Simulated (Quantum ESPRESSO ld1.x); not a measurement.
The numbers below are computed, except where a source is named.
Problem. These are the eigenvalues of the occupied orbitals of an atom or ion with whole-number occupations (eV). Level of theory: scalar-relativistic Kohn-Sham, PBE, spin-unpolarised, spherical densities, point nucleus (ld1.x of Quantum ESPRESSO 7.5).

orbital  eigenvalue
1s         -34421.6
2s         -5397.28
2p         -4847.71
3s         -1141.67
3p         -964.192
3d         -701.095
4s         -244.372
4p         -188.112
4d         -105.979
5s         -61.7440
5p         -47.8057

Which element is it, and in what charge state? The configuration may be excited.

Solution. Z = 54, xenon, charge +4: Xe4+ in [Kr] 4d10 5s2 5p2. The list shows which subshells hold electrons but not how many an open one holds; the 1s level, -1265 hartree, gives Z - s = 50.3 by -(Z - s)^2/2, which with screening and relativity narrows Z to a few neighbours, and the depths of the outer levels then fix element, charge and occupations together.
